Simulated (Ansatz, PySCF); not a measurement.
Process, species as SMILES: FC(F)(F)F [tetrafluoromethane] + 3 C (CH4) -> 4 CF (CH3F)
Each molecule is optimised on its own at B3LYP-D3(BJ)/def2-TZVP (Ansatz, a program for electronic structure). Frequencies are from Ansatz or PySCF.

Property: bond separation energy (enthalpy at 298 K, with B3LYP-D3(BJ) rigid-rotor harmonic-oscillator terms), in kcal/mol. Cores are frozen in the correlated levels unless marked. No spin-orbit coupling. No relativistic terms. Basis-set limits of correlation are two-point, X^-3; Hartree-Fock from the larger set. The bracket is a focal-point correction in the basis named.

Level to compare with: RI-MP2/CBS(aug-cc-pVTZ,aug-cc-pVQZ)+[CCSD(T)-MP2]/aug-cc-pVTZ (Ansatz), 50.5 kcal/mol. It is a level with limits of its own, and the differences hold the functionals' basis error too.

### Question
Rank these functionals by how close they come to RI-MP2/CBS(aug-cc-pVTZ,aug-cc-pVQZ)+[CCSD(T)-MP2]/aug-cc-pVTZ, closest first: wB97X/def2-TZVPD (Ansatz); revPBE/def2-TZVPD (Ansatz); CAM-B3LYP/def2-TZVPD (Ansatz).

### Answer
wB97X/def2-TZVPD (range-separated hybrid, 49.8 kcal/mol, difference -0.7), CAM-B3LYP/def2-TZVPD (range-separated hybrid, 47.9 kcal/mol, difference -2.6), revPBE/def2-TZVPD (GGA, 46.1 kcal/mol, difference -4.4)
